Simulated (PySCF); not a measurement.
CH$_{7}$AlBN, CH$_{4}$AlB (calculated)

Computed with PySCF 2.14.0. Calculation on a computer-drawn molecule: the log of a Hartree-Fock and frozen-core CCSD(T) single point meant for a local Hartree-Fock minimum, with one planted fault or none, to be diagnosed. Offsets are logged minus clean, where the clean run is the same molecule without the fault. The reference is restricted for singlets and unrestricted otherwise, and also for a bond in bohr or an excited solution. Adding or removing an electron swaps singlet and doublet. The excited solution moves the top pair (singlet) or top alpha electron (doublet) to the lowest empty orbital. Highest occupied and lowest empty are orbital energies over both spins, largest force is the largest gradient component, triples share is (T) over the correlation energy, the T1 limit is 0.02 restricted and 0.045 unrestricted, electrons count all cores, a negative frequency is imaginary (commonest isotopes), and the dipole is about the centre of nuclear charge.

Common to all runs: meant charge 0; meant multiplicity 1; meant basis cc-pV(D+d)Z; logged SCF converged yes; logged spin squared 0; possible faults no fault, one electron removed, one electron added, multiplicity raised by two, geometry at a saddle point, SCF held on an excited solution, minimal basis STO-3G, one bond length entered in bohr, all coordinates scaled.

(1) 
```xyz
11
formula=CH7AlBN logged_electrons=38 logged_basis_functions=31 logged_highest_occupied=-8.0392 logged_lowest_empty=7.5022 logged_largest_force=0.044459 logged_T1_diagnostic=0.015099 logged_D1_diagnostic=0.059791 logged_triples_share=0.015872 logged_CC_converged=yes logged_dipole_magnitude=1.3397 logged_SCF_stable_within_its_kind=yes logged_energy_HF=-358.6415 logged_energy_CCSD(T)=-358.85683
B     -2.3436     1.4722     0.7547
C     -1.6375     0.6119    -0.3034
Al     0.3210     0.6706     0.0257
N      0.9610     0.3570     1.6381
H     -2.5652     2.6409     0.5594
H     -2.6301     1.0197     1.8347
H     -1.8513    -0.4623    -0.2253
H     -1.7563     0.9480    -1.3375
H      1.3471     0.9446    -1.1417
H      0.4165     0.1729     2.4603
H      1.9364     0.3286     1.8708
```

Units: logged_highest_occupied, logged_lowest_empty in eV; logged_largest_force in hartree/bohr; logged_dipole_magnitude in debye; logged_energy_HF, logged_energy_CCSD(T) in hartree.

Drawn bonds:
```
atom  other atom  order
   1           2      1
   2           3      1
   3           4      1
   1           5      1
   1           6      1
   2           7      1
   2           8      1
   3           9      1
   4          10      1
   4          11      1
```

(2) 
```xyz
7
formula=CH4AlB logged_electrons=28 logged_basis_functions=71 logged_highest_occupied=-4.5579 logged_lowest_empty=-2.3784 logged_largest_force=0.041481 logged_CC_converged=no logged_dipole_magnitude=1.6371 logged_SCF_stable_within_its_kind=no logged_energy_HF=-306.51887
B     -2.0052    -1.0920     0.8980
C     -0.9649    -0.9934     2.0135
Al    -0.9469    -2.5553     3.3219
H     -1.7566    -1.6585    -0.1373
H     -3.1276    -0.6794     1.0550
H     -1.1127    -0.1685     2.7268
H      0.0852    -1.0247     1.6857
```

Units: logged_highest_occupied, logged_lowest_empty in eV; logged_largest_force in hartree/bohr; logged_dipole_magnitude in debye; logged_energy_HF in hartree.

Drawn bonds:
```
atom  other atom  order
   1           2      1
   2           3      1
   1           4      1
   1           5      1
   2           6      1
   2           7      1
```

Notes: CCSD not converged.

Q: CH$_{7}$AlBN (entry 1): planted fault?
A: minimal basis STO-3G

Q: Which fault was planted in the run of CH$_{4}$AlB (entry 2)?
A: SCF held on an excited solution

Further results for CH$_{7}$AlBN (entry 1):

```
HF energy offset from clean run      : 2756 kcal/mol
CCSD(T) energy offset from clean run : 2956 kcal/mol
```

Further results for CH$_{4}$AlB (entry 2):

```
HF energy offset from clean run : 156.6 kcal/mol
```
